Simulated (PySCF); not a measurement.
methoxycyclobutane (C₅H₁₀O), SMILES C1CC(C1)OC. Atoms are numbered in the order given.

```xyz
16

C      2.1942     0.8277    -0.0638
O      1.3154    -0.1628     0.4001
C     -0.0310     0.2092     0.3439
C     -0.7494     0.2420    -1.0332
C     -1.9588    -0.4488    -0.3516
C     -1.0182    -0.8741     0.8051
H      2.1121     1.7628     0.5275
H      3.2195     0.4417     0.0317
H      2.0135     1.0832    -1.1268
H     -0.1906     1.1635     0.8888
H     -0.2374    -0.4369    -1.7330
H     -0.9099     1.2149    -1.5220
H     -2.4655    -1.2482    -0.9115
H     -2.7171     0.2783    -0.0226
H     -1.3929    -0.8271     1.8384
H     -0.5749    -1.8656     0.6265
```
Charge 0, spin multiplicity 1.

Geometry optimised at B3LYP-D3(BJ)/def2-SVP. The values are those of a single conformer.

Two levels are set side by side: PBE/pcSseg-1 (PySCF) and PBE0/pcSseg-1 (PySCF). GIAO shifts against H2O (¹⁷O), TMS (¹H), TMS (¹³C) at the same level; non-relativistic, no solvent, atoms listed together averaged. Differences are taken from unrounded values.

```tsv
quantity	PBE0	PBE	PBE minus PBE0
δ(¹³C) of C1 (ppm)	57.8	59.6	1.9
δ(¹⁷O) of O2 (ppm)	55.5	72.3	16.8
δ(¹³C) of C3 (ppm)	77.9	81.6	3.7
δ(¹³C) of C4, C6 (ppm)	34.1	35.5	1.4
δ(¹³C) of C5 (ppm)	16.3	17.3	1.0
δ(¹H) of H10 (ppm)	3.79	3.93	0.14
```

Rough cost on one machine, each run with all the roots and properties that it gave: PBE0 against PBE within a factor of 2.
